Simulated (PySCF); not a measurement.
**Ionisation energy of Sc by level of theory**

Sc [Ar] 3d1 4s2 (2D) → Sc⁺ [Ar] 3d1 4s1 (3D), as a difference of total energies. Calculation: PySCF 2.14, in def2-TZVPPD (6s6p4d2f1g, 67 functions); the non-relativistic Hamiltonian (point nucleus). Correlated levels: valence and next inner shell: [Ne] frozen. The calculations carry no spin-orbit coupling.

| method | ionisation energy (eV) | difference from reference (eV) |
| --- | --- | --- |
| UHF | 5.366 | -1.196 |
| MP2 (valence and next inner shell) | 6.319 | -0.243 |
| SCS-MP2 (valence and next inner shell) | 6.395 | -0.167 |
| CCSD (valence and next inner shell) | 6.418 | -0.144 |
| CCSD(T) (valence and next inner shell) | 6.513 | -0.049 |

Reference: 6.562 eV (measured; NIST levels, between the centres of gravity of the two terms).

These non-relativistic numbers lack the scalar-relativistic shift.

Errors of the correlated levels include the incompleteness of this basis and the frozen core.
